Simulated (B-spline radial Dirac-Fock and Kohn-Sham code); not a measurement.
## Energy-loss ionisation edge L3 of Pd

System: neutral palladium in the configuration 1s2 2s2 2p6 3s2 3p6 3d10 4s2 4p6 4d10. Calculated with a radial atomic solver, using the first Born approximation with generalised oscillator strengths from a Dirac-Hartree-Slater potential (longitudinal and transverse terms; continuum final states only, so no white lines or fine structure). The edge is taken at 3173.0 eV (tabulated value).

Partial cross sections σ(β, Δ) in barn, integrated over a window Δ above the edge and up to the collection semi-angle β, for parallel illumination:

```tsv
E₀ (kV)	β (mrad)	Δ = 25 eV	Δ = 50 eV	Δ = 100 eV	Δ = 200 eV	Δ = 300 eV
60	20	5.50	11.4	22.5	42.2	59.1
60	50	19.0	39.7	78.7	149	211
60	100	33.2	69.4	138	265	378
80	10	2.12	4.41	8.68	16.2	22.6
80	50	?	?	?	?	?
100	5	0.724	1.50	2.95	5.50	7.67
100	10	2.63	5.47	10.8	20.1	28.1
120	10	3.11	6.47	12.7	23.8	33.3
120	20	8.62	18.0	35.5	66.9	94.1
120	100	27.8	58.3	117	224	321
200	5	1.56	3.24	6.36	11.9	16.6
200	50	19.3	40.5	80.7	154	220
200	100	23.8	49.9	99.8	192	277
300	50	18.7	39.2	78.4	150	215
```

Problem. Give the row for 80 kV and 50 mrad.

Solution. 19.9 b for 25 eV, 41.5 b for 50 eV, 82.4 b for 100 eV, 156 b for 200 eV, 222 b for 300 eV.
